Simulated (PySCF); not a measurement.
**A small calculation by hand: oscillator strength and radiative lifetime**

Al(Br)(NH2)(NMe2) (C2H8AlBrN2), SMILES C[N](C)[Al]([NH2])[Br].

Geometry: ωB97X-D3(BJ)/def2-SVP. One conformer was computed; it need not be the lowest.

TDA-CAM-B3LYP/def2-SVPD (PySCF 2.14.0) puts the first singlet state with f over 0.02 at 6.13 eV (vertical), with the transition dipole (-0.269, 0.117, 0.276) in atomic units.

Q: Find the oscillator strength, the wavelength and the radiative lifetime that this transition would have in vacuum if emission retraced absorption.

A: 
|μ|² = 0.1622 au, so |μ| = 1.02 D. ΔE = 6.13/27.211 = 0.2253 hartree. f = (2/3) ΔE |μ|² = 0.024 (the program prints 0.024).
λ = 1239.84/6.13 = 202 nm; ν = 49442 cm⁻¹.
Einstein's coefficient A = 0.6670 ν² f s⁻¹ (ν in cm⁻¹) = 4.0e7 s⁻¹, so τ = 1/A = 25 ns. This state is S2; the lower singlet has f = 0.000. The figure is the radiative limit of this one transition; relaxation, internal conversion, crossing to triplets and a medium change what is measured.
